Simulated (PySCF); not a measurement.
## Nb- (niobium, charge -1): UHF calculation

Configuration: [Kr] 4d4 5s2, high-spin 5D determinant. Computed with PySCF 2.14 in aug-cc-pVTZ-PP with one added diffuse shell each of s, p, d, f, g type with ECP28MDF (7s7p6d4f3g, 113 functions), with a scalar-relativistic core potential.

```
Total energy                                                  : -56.144747 hartree
One-electron energy                                           : -97.4539 hartree
Hartree (Coulomb) energy                                      : 47.7348 hartree
Exchange energy                                               : -6.4257 hartree
⟨S²⟩                                                          : 6.7785
⟨L²⟩                                                          : 6.037
Sum of ⟨r⟩                                                    : 34.81 bohr
Sum of ⟨r²⟩                                                   : 225.1 bohr²
Traceless quadrupole moment −½Σ⟨3z² − r²⟩ along its main axis : 1.95 e·bohr²
Time after the integrals                                      : of the order of 6 core-seconds
```

```
shell  electrons  mean orbital energy (hartree)  spread (hartree)  rms radius, mean of both spins (bohr)
 4s α          1                       -2.62928                 0                                   1.25
 4s β          1                       -2.46628                 0                                   1.25
 4p α          3                       -1.58676           0.02709                                   1.41
 4p β          3                       -1.36714           0.04225                                   1.41
 4d α          4                       -0.18878           0.04048                                   2.36
 5s α          1                       -0.12771                 0                                   9.69
 5s β          1                        0.00447                 0                                   9.69
```

Energies and moments cover only the electrons outside the core potential. ⟨S²⟩ = 6.78 against 6.00 shows spin contamination. At UHF the highest occupied level has a positive energy, so only the finite basis holds that electron.
